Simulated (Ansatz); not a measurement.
[Ce(H2O)6]3+ (CeO₆H₁₂³⁺). Charge 3, multiplicity 2. Geometry PBE-D4/def2-SVP.

```xyz
19

Ce   -0.001   -0.002    0.003
O     1.246   -1.653   -1.319
H     0.887   -2.374   -1.890
H     2.223   -1.752   -1.407
O    -1.249    1.655    1.316
H    -2.227    1.756    1.401
H    -0.891    2.379    1.883
O     0.018   -1.524    1.929
H     0.418   -2.424    1.992
H    -0.374   -1.382    2.823
O    -0.017    1.523   -1.921
H     0.372    1.381   -2.816
H    -0.413    2.425   -1.980
O    -2.113   -0.994   -0.759
H    -2.642   -0.765   -1.560
H    -2.634   -1.717   -0.336
O     2.115    0.990    0.756
H     2.631    1.717    0.334
H     2.649    0.758    1.552
```

In the def2 sets Ce takes a core potential; there is no spin–orbit coupling. With an open 4f shell the SCF may have ended on a state above the lowest.

Task: Estimate the α-spin orbital energies around the gap (eV) in Ansatz with PBE-D4/def2-TZVP, r2SCAN-D4/def2-TZVP, PBE0-D4/def2-SVP, PBE0-D4/def2-TZVP, r2SCAN0-D4/def2-TZVP.

Result: 
```csv
orbital,PBE-D4/def2-TZVP,r2SCAN-D4/def2-TZVP,PBE0-D4/def2-SVP,PBE0-D4/def2-TZVP,r2SCAN0-D4/def2-TZVP
HOMO−13,-25.89,-26.35,-27.61,-27.72,-28.01
HOMO−12,-23.88,-24.33,-25.67,-25.79,-26.08
HOMO−11,-23.88,-24.33,-25.67,-25.79,-26.08
HOMO−10,-23.67,-24.10,-25.44,-25.55,-25.84
HOMO−9,-22.92,-23.37,-24.61,-24.74,-25.04
HOMO−8,-22.92,-23.37,-24.61,-24.74,-25.04
HOMO−7,-22.91,-23.37,-24.61,-24.73,-25.04
HOMO−6,-20.67,-21.09,-22.39,-22.53,-22.83
HOMO−5,-20.66,-21.08,-22.39,-22.52,-22.82
HOMO−4,-20.66,-21.08,-22.38,-22.52,-22.82
HOMO−3,-20.57,-20.99,-22.29,-22.43,-22.73
HOMO−2,-20.57,-20.99,-22.29,-22.43,-22.73
HOMO−1,-20.57,-20.99,-22.29,-22.43,-22.73
HOMO,-17.34,-17.44,-20.07,-20.23,-20.19
LUMO,-16.58,-15.97,-13.96,-14.13,-13.62
LUMO+1,-16.58,-15.97,-13.96,-14.13,-13.62
LUMO+2,-16.58,-15.97,-13.96,-14.13,-13.62
LUMO+3,-16.31,-15.28,-13.59,-13.76,-12.97
LUMO+4,-16.31,-15.28,-13.59,-13.76,-12.97
LUMO+5,-16.31,-15.28,-13.59,-13.76,-12.97
β HOMO,-20.58,-21.00,-22.29,-22.43,-22.74
β LUMO,-16.04,-15.07,-13.31,-13.48,-12.75
```
